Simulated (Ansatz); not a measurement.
InH2SCl3⁺, that is In(H2S)Cl3 with one electron fewer. Total charge 1; doublet. Geometry B3LYP-D4/def2-SVP, that of the neutral singlet; atoms count from 1.

Cartesian coordinates in Å:
```
In 0.1867 1.0820 0.2487
S -0.8434 -1.5080 0.0414
H -0.6747 -1.5317 -1.3031
H 0.3688 -2.0715 0.2645
Cl -1.6305 2.2638 -0.6705
Cl 2.0367 0.6367 -1.1546
Cl 0.5564 1.1287 2.5736
```

In the def2 sets In takes a core potential; there is no spin–orbit coupling.

Problem. Estimate the Mulliken populations from the PBE0/def2-TZVP orbitals of Ansatz.

Solution. 
```
atom  charge (e)  spin (α − β)
 In1        0.87         -0.07
  S2       -0.06          0.17
  H3        0.26          0.00
  H4        0.26          0.00
 Cl5       -0.11          0.30
 Cl6       -0.12          0.30
 Cl7       -0.11          0.30
```
Mulliken values depend strongly on the basis.

Problem. Where does the spin sit?

Solution. Summed by element: In -0.07, S 0.17, H -0.01, Cl 0.90, of 1 unpaired in all. Largest on single atoms: Cl6 0.30, Cl7 0.30, Cl5 0.30.

Problem. And the Mayer bond orders between heavy atoms (over 0.3)?

Solution. In1–S2 0.48 (2.80 Å); In1–Cl5 0.92 (2.35 Å); In1–Cl6 0.90 (2.36 Å); In1–Cl7 0.92 (2.35 Å).
